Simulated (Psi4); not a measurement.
C$_{3}$H$_{9}$ClSi (SMILES C[Si](C)(C)Cl), singlet, geometry from GFN2-xTB; M06-2X/def2-TZVPP (Psi4).

Psi4 was given this input:
```
memory 2 GB

molecule {
0 1
  C    -0.74978598    1.59672421   -0.36729719
  Si    0.16935212    0.11507053    0.39960080
  C     1.63470173   -0.41130752   -0.69768298
  C    -1.02145525   -1.34456870    0.68211767
  Cl    0.90913523    0.69442496    2.21566147
  H    -1.16721741    1.34294873   -1.33670467
  H    -1.56785901    1.92573043    0.26713269
  H    -0.08529637    2.44461056   -0.50725592
  H     2.17557152   -1.24608658   -0.26096019
  H     1.29949050   -0.71684066   -1.68389433
  H     2.34259872    0.40224793   -0.82832830
  H    -1.44967120   -1.69118153   -0.25323206
  H    -1.84256222   -1.06385757    1.33557630
  H    -0.51238124   -2.18640934    1.14272773
}

set basis def2-tzvpp

energy('m06-2x')
print_variables()
```

Task: What does Psi4 print? Leave out banner, timings and long lists.

Result: 
```
   => Loading Basis Set <=

    Name: DEF2-TZVPP
    Role: ORBITAL
    Keyword: BASIS

         ---------------------------------------------------------
                                   SCF
               by Justin Turney, Rob Parrish, Andy Simmonett
                          and Daniel G. A. Smith
                              RKS Reference
         ---------------------------------------------------------

  ==> Geometry <==

    Molecular point group: c1
    Full point group: C1

    Geometry (in Angstrom), charge = 0, multiplicity = 1:

       Center              X                  Y                   Z               Mass
    ------------   -----------------  -----------------  -----------------  -----------------
         C           -1.065268734034     1.367150053333    -1.125728072406    12.000000000000
         SI          -0.146130634034    -0.114503626667    -0.358830082406    27.976926534650
         C            1.319218975966    -0.640881676667    -1.456113862406    12.000000000000
         C           -1.336938004034    -1.574142856667    -0.076313212406    12.000000000000
         CL           0.593652475966     0.464850803333     1.457230587594    34.968852682000
         H           -1.482700164034     1.113374573333    -2.095135552406     1.007825032230
         H           -1.883341764034     1.696156273333    -0.491298192406     1.007825032230
         H           -0.400779124034     2.215036403333    -1.265686802406     1.007825032230
         H            1.860088765966    -1.475660736667    -1.019391072406     1.007825032230
         H            0.984007745966    -0.946414816667    -2.442325212406     1.007825032230
         H            2.027115965966     0.172673773333    -1.586759182406     1.007825032230
         H           -1.765153954034    -1.920755686667    -1.011662942406     1.007825032230
         H           -2.158044974034    -1.293431726667     0.577145417594     1.007825032230
         H           -0.827863994034    -2.415983496667     0.384296847594     1.007825032230

  Running in c1 symmetry.

  Rotational constants: A =      0.10134  B =      0.07227  C =      0.07226 [cm^-1]
  Rotational constants: A =   3038.08074  B =   2166.60953  C =   2166.26995 [MHz]
  Nuclear repulsion =  298.106737037449022

  Charge       = 0
  Multiplicity = 1
  Electrons    = 58
  Nalpha       = 29
  Nbeta        = 29

  ==> Algorithm <==

  SCF Algorithm Type is DF.
  DIIS enabled.
  MOM disabled.
[...]
   @DF-RKS iter   3:  -869.49120272428183   -3.72281e-01   2.58351e-04 DIIS/ADIIS
   @DF-RKS iter   4:  -869.49390313488414   -2.70041e-03   8.54941e-05 DIIS
   @DF-RKS iter   5:  -869.49419894949892   -2.95815e-04   2.01289e-05 DIIS
   @DF-RKS iter   6:  -869.49421320780073   -1.42583e-05   4.64469e-06 DIIS
   @DF-RKS iter   7:  -869.49421410911418   -9.01313e-07   1.40223e-06 DIIS
   @DF-RKS iter   8:  -869.49421419798909   -8.88749e-08   2.24960e-07 DIIS
  Energy and wave function converged.

  ==> Post-Iterations <==

   Electrons on quadrature grid:
      Ntotal   =   58.0000299351 ; deviation = 2.994e-05

    Orbital Energies [Eh]
    ---------------------

    Doubly Occupied:

[...]
    Virtual:

[...]
     303A     25.288747

    Final Occupation by Irrep:
              A
    DOCC [    29 ]
    NA   [    29 ]
    NB   [    29 ]

  @DF-RKS Final Energy:  -869.49421419798909

   => Energetics <=

    Nuclear Repulsion Energy =            298.1067370374490224
    One-Electron Energy =               -1789.9407259989204704
    Two-Electron Energy =                 655.1285343939637187
    DFT Exchange-Correlation Energy =     -32.7887596304812519
    Empirical Dispersion Energy =           0.0000000000000000
    VV10 Nonlocal Energy =                  0.0000000000000000
    Total Energy =                       -869.4942141979890948

Computation Completed

Properties will be evaluated at   0.000000,   0.000000,   0.000000 [a0]

Properties computed using the SCF density matrix

 Multipole Moments:

 ------------------------------------------------------------------------------------
     Multipole            Electronic (a.u.)      Nuclear  (a.u.)        Total (a.u.)
 ------------------------------------------------------------------------------------

 L = 1.  Multiply by 2.5417464519 to convert [e a0] to [Debye]
 Dipole X            :          3.6986135           -3.9652782           -0.2666647
 Dipole Y            :          2.8957597           -3.1045166           -0.2087569
 Dipole Z            :          9.0784464           -9.7329375           -0.6544911
 Magnitude           :                                                    0.7369180

 ------------------------------------------------------------------------------------

  Variable Map:
  ----------------------------------------------------------------------------
[...]
  Array Variable Map:
  ----------------------------------------------------------------------------
[...]
[...]
```
